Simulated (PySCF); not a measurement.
C2H5BO2, SMILES C=CB(O)O. The structure is a stationary point at B3LYP-D3(BJ)/def2-SVP. One conformer was computed; it need not be the lowest.

Computed equilibrium geometry at B3LYP-D3(BJ)/def2-SVP (PySCF confirms it by a frequency run) as Cartesian coordinates in Å, and its point group (one conformer of several):
point group Cs.
```xyz
10

B     -0.0144    -0.5080     0.0000
C     -0.6597     0.9199     0.0000
C      0.0681     2.0462     0.0000
H     -1.7547     1.0209     0.0000
H     -0.3864     3.0431     0.0000
H      1.1625     2.0049     0.0000
O      1.3433    -0.6242     0.0000
H      1.6233    -1.5489     0.0000
O     -0.7576    -1.6601     0.0000
H     -1.7084    -1.5022     0.0000
```
Charge 0, spin multiplicity 1.
